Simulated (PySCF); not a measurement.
Spectrum to structure. Theory: PySCF, TDDFT CAM-B3LYP/def2-SVPD, vertical, gas phase, core orbitals frozen in the response. Geometries: GFN2-xTB, one conformer each.

| state | E (eV) | f | main configurations (H = HOMO, L = LUMO) |
| --- | --- | --- | --- |
| S1 | 6.23 | 0.068 | H→L (77%) |
| S2 | 6.61 | 0.0067 | H-2→L (35%), H-3→L (28%), H-4→L (20%) |
| S3 | 6.83 | 0.029 | H→L+2 (61%), H→L+1 (25%) |
| S4 | 7.02 | 0.309 | H→L+1 (35%), H→L+5 (19%), H→L (10%) |
| S5 | 7.11 | 0.211 | H-1→L (86%) |
| S6 | 7.31 | 0.023 | H→L+6 (30%), H→L+3 (19%), H→L+2 (18%) |
| S7 | 7.56 | 0.148 | H-1→L+1 (35%), H-3→L (14%), H-2→L (14%) |
| S8 | 7.57 | 0.019 | H→L+7 (26%), H→L+3 (25%), H→L+5 (12%) |

Orbital energies (eV): HOMO-3 -9.74, HOMO-2 -9.63, HOMO-1 -9.24, HOMO -8.48, LUMO 0.63, LUMO+1 1.29, LUMO+2 1.54.

**Question.** Which structure fits? All have the formula C5H11PSi.
A. `C#CCP(C)[SiH2]C`
B. `C#CCP([SiH3])CC`
C. `C=C[Si@H](P)C1CC1`

**Answer.** C. Its S1, at 6.23 eV, is the highest among the candidates; the nearest of the others has S1 at 5.76 eV. S1 is HOMO→LUMO (77%). Löwdin shares by element: HOMO phosphorus 56%, silicon 15%, hydrogen 11% or more (atoms not listed hold the other 18%); LUMO carbon 59% or more, phosphorus 9%, silicon 9% (atoms not listed hold the other 23%). At the same level the other candidates give, for their lowest levels:
- `C#CCP(C)[SiH2]C`: 5.67 eV (f 0.034); 6.12 eV (f 0.072); 6.42 eV (f 0.078); 6.54 eV (f 0.052); 6.72 eV (f 0.003); T1 4.94 eV; HOMO -7.84, LUMO 0.94 eV
- `C#CCP([SiH3])CC`: 5.76 eV (f 0.024); 6.20 eV (f 0.111); 6.48 eV (f 0.007); 6.57 eV (f 0.039); 6.71 eV (f 0.039); T1 5.01 eV; HOMO -8.03, LUMO 1.02 eV

Shape of the structure used: `[CH2:1]=[CH:2][Si@H:3]([PH2:4])[CH:5]1[CH2:6][CH2:7]1`: C1–C2–Si3–P4 -128°, C2–Si3–C5–C6 -26°, H–P4–Si3–C2 169°, H–P4–Si3–C2 76°.
Triplets come from the Tamm–Dancoff approximation.
